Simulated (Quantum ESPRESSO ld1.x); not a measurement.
Problem. Neutral phosphorus, configuration [Ne] 3s2 3p2 4f1 (not the ground configuration). Method: non-relativistic Kohn-Sham, LDA (Slater exchange, Perdew-Zunger correlation), spin-polarised, spherical densities, point nucleus; open shells are filled with parallel spins first; computed with ld1.x of Quantum ESPRESSO 7.5. Some entries of the table are withheld. Estimate them.

orbital  occ.  eigenvalue (hartree)  <r> (bohr)  <r^2> (bohr^2)
1s up       1              -76.3938      0.1043         0.01463
1s down     1              -76.3838      0.1043         0.01463
2s up       1               -6.6540      0.5240          0.3275
2s down     1               -6.6426      0.5236          0.3268
2p up       3               -4.9034      0.4867          0.2977
2p down     3               -4.8892      0.4862          0.2967
3s up       1               -0.8159       1.818           3.813
3s down     1               -0.7475       1.833           3.892
3p up       2                   (1)       2.114           5.244
3p down     0                   (2)       2.169           5.560
4s up       0               -0.1267       5.305             (3)
4s down     0               -0.1123       5.588             (4)
3d up       0               -0.0964       3.694           17.27
3d down     0               -0.0635       4.708           28.84
4f up       1               -0.0171       17.08           316.8
4f down     0               -0.0115       18.40           370.1

Solution. 
(1) 3p up eigenvalue (hartree): -0.4861
(2) 3p down eigenvalue (hartree): -0.4227
(3) 4s up <r^2> (bohr^2): 32.47
(4) 4s down <r^2> (bohr^2): 35.96
